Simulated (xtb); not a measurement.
Si(OH)4 (H4O4Si), SMILES O[Si](O)(O)O. All values are semi-empirical tight-binding results from xtb (GFN2-xTB unless named), good for trends rather than for accurate numbers. Geometry: GFN2-xTB. The isomer is the one that the SMILES or the coordinates give; other isomers of the formula were not compared. Other conformers were not sampled.

Optimised geometry:

Bond lengths (Å): O1–Si2 1.625, O1–H6 0.952, Si2–O3 1.625, Si2–O4 1.625, Si2–O5 1.625, O3–H7 0.952, O4–H8 0.952, O5–H9 0.952. Angles (°): Si2–O1–H6 118.4, O1–Si2–O3 106.6, O1–Si2–O4 106.6, O1–Si2–O5 115.3, O3–Si2–O4 115.3, O3–Si2–O5 106.6, O4–Si2–O5 106.6, Si2–O3–H7 118.4, Si2–O4–H8 118.4, Si2–O5–H9 118.4.

The point group as xtb finds it is S4, the orbital gap comes out as 11.01 eV and the dipole moment is 0.00 D. The zero-point energy is 34.8 kcal/mol, the G − E(el) at 298.15 K (modified RRHO) is 16.3 kcal/mol and the static polarisability (D4 model) is 57.2 bohr³. The solvation energy, GFN2-xTB/ALPB(water) comes out as -15.2 kcal/mol and the solvation energy, GFN2-xTB/ALPB(methanol) comes out as -11.3 kcal/mol.

Problem. Give the atomic charges and the Wiberg bond orders between heavy atoms. (The exact figures need the calculation; the answer reports its results.)

Solution. charges (e) O1 -0.48, Si2 0.69, O3 -0.48, O4 -0.48, O5 -0.48, H6 0.31, H7 0.31, H8 0.31, H9 0.31. Bond orders O1–Si2 1.11, Si2–O3 1.11, Si2–O4 1.11, Si2–O5 1.11.
